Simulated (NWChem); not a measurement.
BHOF2; SMILES OB(F)F

```xyz
5

B     -0.0064    -0.0228     0.0000
F      1.2140     0.4986     0.0000
F     -0.1245    -1.3347     0.0000
O     -1.1080     0.7441     0.0000
H     -0.9098     1.6859     0.0000
```
Atoms are numbered in this order, from 1.

Computed with NWChem. Pople sets run with spherical d functions. Structure relaxed at the PBE0/def2-SVP level. B3LYP is NWChem's, with the RPA form of VWN correlation. Ions are spin-unrestricted doublets at the neutral geometry; other ion states weren't tried.

For level B3LYP/6-31G*:

```
Quantity       Result
-------------  ------
−ε(HOMO) (eV)    9.89
```

Question: Estimate the same quantities for level PBE0/6-31G*.

Answer: 
* **−ε(HOMO) (eV)**: 10.27
